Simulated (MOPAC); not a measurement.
Input file for MOPAC: AM1 on C3H7Br (SMILES CCCBr).

```
AM1 1SCF PRECISE CHARGE=0 THREADS=1
C3H7Br

C     -1.12984592 1    -0.63253450 1    -0.20357165 1
C     -0.23309703 1     0.59542012 1    -0.09822328 1
C      1.23800154 1     0.28177348 1     0.07846912 1
Br     1.62297365 1    -0.60425859 1     1.80696274 1
H     -2.16690921 1    -0.34109879 1    -0.37449235 1
H     -0.82020344 1    -1.27360387 1    -1.03235649 1
H     -1.09085679 1    -1.22503726 1     0.71068132 1
H     -0.56557837 1     1.24067637 1     0.71801349 1
H     -0.31365536 1     1.18930059 1    -1.01662340 1
H      1.60716152 1    -0.40778442 1    -0.67666331 1
H      1.85200938 1     1.17714685 1     0.08780377 1
```

Output:

```
*******************************************************************************
 **                                                                           **
 **                              MOPAC v23.2.5                                **
 **                                                                           **
 *******************************************************************************
 ** MOPAC's Digital Object Identifier: https://doi.org/10.5281/zenodo.6511958 **
 **                                                                           **
 ** Please cite the open-source release paper for use of this MOPAC version:  **
 ** J. E. Moussa and J. J. P. Stewart (2026)                                  **
 ** MOPAC: An open-source semiempirical molecular orbital program             **
 ** J. Open Source Softw., 11(119), 8025, https://doi.org/10.21105/joss.08025 **
 *******************************************************************************

                              AM1 CALCULATION RESULTS

 *******************************************************************************
 *  AM1        - The AM1 Hamiltonian to be used
 *
 *
 *
 *                 CHARGE ON SYSTEM = 0
 *
 *
 *
 *  PRECISE    - TIGHTER CRITERIA TO BE USED
 *  1SCF       - DO 1 SCF AND THEN STOP
 *  THREADS=1  - MULTI-THREADING NOT USED
 *  T=         - A TIME OF 172800.0 SECONDS REQUESTED
 *  DUMP=N     - RESTART FILE WRITTEN EVERY 7200.0 SECONDS REQUESTED
 *******************************************************************************
AM1 1SCF PRECISE CHARGE=0 THREADS=1
 C3H7Br

   ATOM   CHEMICAL          X               Y               Z
  NUMBER   SYMBOL      (ANGSTROMS)     (ANGSTROMS)     (ANGSTROMS)

     1       C         -1.12984592  *  -0.63253450  *  -0.20357165  *
     2       C         -0.23309703  *   0.59542012  *  -0.09822328  *
     3       C          1.23800154  *   0.28177348  *   0.07846912  *
     4      Br          1.62297365  *  -0.60425859  *   1.80696274  *
     5       H         -2.16690921  *  -0.34109879  *  -0.37449235  *
     6       H         -0.82020344  *  -1.27360387  *  -1.03235649  *
     7       H         -1.09085679  *  -1.22503726  *   0.71068132  *
     8       H         -0.56557837  *   1.24067637  *   0.71801349  *
     9       H         -0.31365536  *   1.18930059  *  -1.01662340  *
    10       H          1.60716152  *  -0.40778442  *  -0.67666331  *
    11       H          1.85200938  *   1.17714685  *   0.08780377  *



          CARTESIAN COORDINATES

    NO.       ATOM           X           Y           Z

     1         C         -1.1298     -0.6325     -0.2036
     2         C         -0.2331      0.5954     -0.0982
     3         C          1.2380      0.2818      0.0785
     4        Br          1.6230     -0.6043      1.8070
     5         H         -2.1669     -0.3411     -0.3745
     6         H         -0.8202     -1.2736     -1.0324
     7         H         -1.0909     -1.2250      0.7107
     8         H         -0.5656      1.2407      0.7180
     9         H         -0.3137      1.1893     -1.0166
    10         H          1.6072     -0.4078     -0.6767
    11         H          1.8520      1.1771      0.0878

  H: (AM1): M.J.S. DEWAR ET AL, J. AM. CHEM. SOC. 107 3902-3909 (1985)
  C: (AM1): M.J.S. DEWAR ET AL, J. AM. CHEM. SOC. 107 3902-3909 (1985)
 Br: (AM1): M.J.S. DEWAR AND E. G. ZOEBISCH, THEOCHEM, 180, 1 (1988).

           Empirical Formula: C3 H7 Br  =    11 atoms



      MOLECULAR POINT GROUP   :   C1


      RHF CALCULATION, NO. OF DOUBLY OCCUPIED LEVELS = 13


 -------------------------------------------------------------------------------
 AM1 1SCF PRECISE CHARGE=0 THREADS=1
 C3H7Br



     1SCF WAS SPECIFIED, SO BFGS WAS NOT USED
     SCF FIELD WAS ACHIEVED


                              AM1 CALCULATION
                                                       MOPAC v23.2.5 Linux




          FINAL HEAT OF FORMATION =        -16.46820 KCAL/MOL =     -68.90294 KJ/MOL


          COSMO AREA              =        119.85 SQUARE ANGSTROMS
          COSMO VOLUME            =        108.69 CUBIC ANGSTROMS

          IONIZATION POTENTIAL    =         10.668797 EV
          HOMO LUMO ENERGIES (EV) =        -10.669  0.676
          NO. OF FILLED LEVELS    =         13
          MOLECULAR WEIGHT        =        122.9923         POINT GROUP:  C1

          MOLECULAR DIMENSIONS (Angstroms)

            Atom       Atom       Distance
            H     5   Br     4     4.38078
            H    11    H     7     3.23184
            H     8    H    10     2.77448


          SCF CALCULATIONS        =          1





   ATOM   CHEMICAL          X               Y               Z
  NUMBER   SYMBOL      (ANGSTROMS)     (ANGSTROMS)     (ANGSTROMS)

     1       C         -1.12984592  *  -0.63253450  *  -0.20357165  *
     2       C         -0.23309703  *   0.59542012  *  -0.09822328  *
     3       C          1.23800154  *   0.28177348  *   0.07846912  *
     4      Br          1.62297365  *  -0.60425859  *   1.80696274  *
     5       H         -2.16690921  *  -0.34109879  *  -0.37449235  *
     6       H         -0.82020344  *  -1.27360387  *  -1.03235649  *
     7       H         -1.09085679  *  -1.22503726  *   0.71068132  *
     8       H         -0.56557837  *   1.24067637  *   0.71801349  *
     9       H         -0.31365536  *   1.18930059  *  -1.01662340  *
    10       H          1.60716152  *  -0.40778442  *  -0.67666331  *
    11       H          1.85200938  *   1.17714685  *   0.08780377  *

                             CARTESIAN COORDINATES

   1    C       -1.129845920    -0.632534500    -0.203571650
   2    C       -0.233097030     0.595420120    -0.098223280
   3    C        1.238001540     0.281773480     0.078469120
   4   Br        1.622973650    -0.604258590     1.806962740
   5    H       -2.166909210    -0.341098790    -0.374492350
   6    H       -0.820203440    -1.273603870    -1.032356490
   7    H       -1.090856790    -1.225037260     0.710681320
   8    H       -0.565578370     1.240676370     0.718013490
   9    H       -0.313655360     1.189300590    -1.016623400
  10    H        1.607161520    -0.407784420    -0.676663310
  11    H        1.852009380     1.177146850     0.087803770


           Empirical Formula: C3 H7 Br  =    11 atoms



      MOLECULAR POINT GROUP   :   C1


                  EIGENVALUES
 -35.95040 -31.07283 -27.59457 -22.43820 -16.15892 -15.90445 -14.60707 -13.33585
 -12.83941 -12.48719 -11.72925 -10.75583 -10.66880   0.67588   3.49649   3.69809
   3.85381   4.24175   4.46740   4.51600   4.79396   4.89080   5.17297


              NET ATOMIC CHARGES AND DIPOLE CONTRIBUTIONS

  ATOM NO.   TYPE          CHARGE      No. of ELECS.   s-Pop       p-Pop
    1          C          -0.210364        4.2104     1.21537     2.99500
    2          C          -0.154638        4.1546     1.21038     2.94426
    3          C          -0.188951        4.1890     1.24552     2.94343
    4         Br          -0.081028        7.0810     1.97561     5.10542
    5          H           0.077628        0.9224     0.92237
    6          H           0.073255        0.9267     0.92674
    7          H           0.086981        0.9130     0.91302
    8          H           0.093931        0.9061     0.90607
    9          H           0.084639        0.9154     0.91536
   10          H           0.109274        0.8907     0.89073
   11          H           0.109273        0.8907     0.89073
 DIPOLE           X         Y         Z       TOTAL
 POINT-CHG.    -0.560     0.536    -1.100     1.346
 HYBRID         0.002     0.224    -0.421     0.477
 SUM           -0.557     0.760    -1.521     1.790


          ATOMIC ORBITAL ELECTRON POPULATIONS

     Atom    s        px        py        pz
    1  C   1.21537   0.99156   0.97181   1.03163
    2  C   1.21038   0.92033   0.99175   1.03218
    3  C   1.24552   0.99722   1.02099   0.92522
    4 Br   1.97561   1.95385   1.82192   1.32965
    5  H   0.92237
    6  H   0.92674
    7  H   0.91302
    8  H   0.90607
    9  H   0.91536
   10  H   0.89073
   11  H   0.89073

 **********************
 *                    *
 * JOB ENDED NORMALLY *
 *                    *
 **********************




 == MOPAC DONE ==
```

The run finished.

Cost: very roughly 0.03 core-seconds.
